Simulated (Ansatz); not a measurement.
Geometry optimisation, RKS PBE0-D4/def2-SVP (Ansatz).

input.yaml

```yaml
crystal:
  periodic: [false, false, false]
  atoms:
    - { symbol: Ga, position_ang: [0.045441, -0.373965, 0.184077] }
    - { symbol: O, position_ang: [-0.113397, -0.298864, 1.961607] }
    - { symbol: H, position_ang: [-1.017357, -0.3537, 2.287187] }
    - { symbol: O, position_ang: [1.680297, -0.361084, -0.492361] }
    - { symbol: H, position_ang: [1.684721, -0.571635, -1.434043] }
    - { symbol: O, position_ang: [-1.335535, -0.522828, -0.932989] }
    - { symbol: H, position_ang: [-2.196047, -0.587773, -0.507541] }
    - { symbol: H, position_ang: [0.18399, 2.318717, 0.822172] }
    - { symbol: H, position_ang: [0.097186, 1.815132, 1.330391] }
basis:
  gaussian: { orbitals: def2-SVP }
hamiltonian:
  xc: pbe0
  dispersion: d4
relax:
  f_tol: 0.03
  max_steps: 50
output:
  orbitals: {}
```

Command:

```bash
$ ansatz run input.yaml --threads 2 --pin off --max-ram 3072MiB --backend cpu --events-out ev --progress --plain --runs-dir out
```

Task: Where does it end, and by what steps?

Result: The forces met the threshold. After 7 steps the energy has fallen by 0.072 eV; H8 moved furthest, 0.23 Å.

```tsv
step	energy less start (eV)	largest force component (eV/Å)	accepted
0	0.0000	1.292	yes
1	-0.0651	0.357	yes
2	-0.0680	0.321	yes
3	-0.0697	0.260	yes
4	-0.0707	0.186	yes
5	-0.0713	0.108	yes
6	-0.0716	0.067	yes
7	-0.0718	0.020	yes
```

```xyz
9
Properties=species:S:1:pos:R:3
Ga 0.062 -0.448 0.234
O -0.087 -0.506 2.005
H -0.990 -0.475 2.333
O 1.694 -0.497 -0.445
H 1.689 -0.478 -1.407
O -1.311 -0.414 -0.901
H -2.184 -0.445 -0.498
H 0.077 2.365 0.624
H 0.081 1.962 1.273
```

Whether the end is a true minimum wasn't checked by a vibrational analysis.

Run time: 33 s on 2 threads of Arm Neoverse N1 (shared host), peak memory 0.22 GiB.
